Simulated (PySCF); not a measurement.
Computed IR spectrum (relative IR intensity) of a molecule CH6ClFSi2. The structure is a stationary point at PBE0-D3(BJ)/def2-SVP. The values are those of a single conformer. Level of theory: PBE0-D3(BJ)/def2-SVP (PySCF). Frequencies are harmonic and unscaled.

Lines under 2 % of the strongest are left out, and lines within 2 cm⁻¹ are merged.

ν (cm⁻¹): 243 (vw), 347 (w), 529 (w), 582 (w), 678 (w), 735 (w), 770 (m), 835 (vs), 912 (s), 940 (s), 944 (m), 949 (m), 1016 (vw), 1088 (m), 1367 (w), 2234 (m), 2246 (m), 2255 (m), 2291 (m) (against the strongest line: vs over 80 %, s over 45 %, m over 15 %, w over 4 %, vw less)

Q: Which molecule gave these data?
A) C[Si@@H](Cl)[SiH2]F
B) FC[Si@H]([SiH3])Cl
C) F[Si@H](Cl)C[SiH3]
D) F[SiH2]C[SiH2]Cl

A: C, F[Si@H](Cl)C[SiH3]
